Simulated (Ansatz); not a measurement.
Basis-set series for C₆H₁₆F₂N₂Sn, SMILES `CC[N](C)[Sn]([F])([F])[N](C)CC`. The species carries charge 0 and has multiplicity 1. Sn takes the def2 core potential. Geometry: relaxed with PBE0-D4/def2-TZVP. It is one conformer, not always the lowest.

```csv
functional,basis,functions,energy (Eh),HOMO (eV),LUMO (eV)
PBE0-D4,def2-SVP,246,-760.81344,-6.59,-0.76
PBE0-D4,def2-QZVPP,1132,-761.49934,-6.69,-1.02
ωB97M-V,def2-SVP,246,-761.10295,-8.91,1.35
ωB97M-V,def2-QZVPP,1132,-761.81330,-9.01,0.85
```

**Question.** Give the rows for def2-TZVPP. (Best estimate.)

**Answer.** Computed: 
| functional | basis | functions | energy (Eh) | HOMO (eV) | LUMO (eV) |
| --- | --- | --- | --- | --- | --- |
| PBE0-D4 | def2-TZVPP | 584 | -761.46491 | -6.67 | -0.99 |
| ωB97M-V | def2-TZVPP | 584 | -761.78032 | -8.99 | 1.00 |

Positive LUMOs are unbound and depend on the basis.
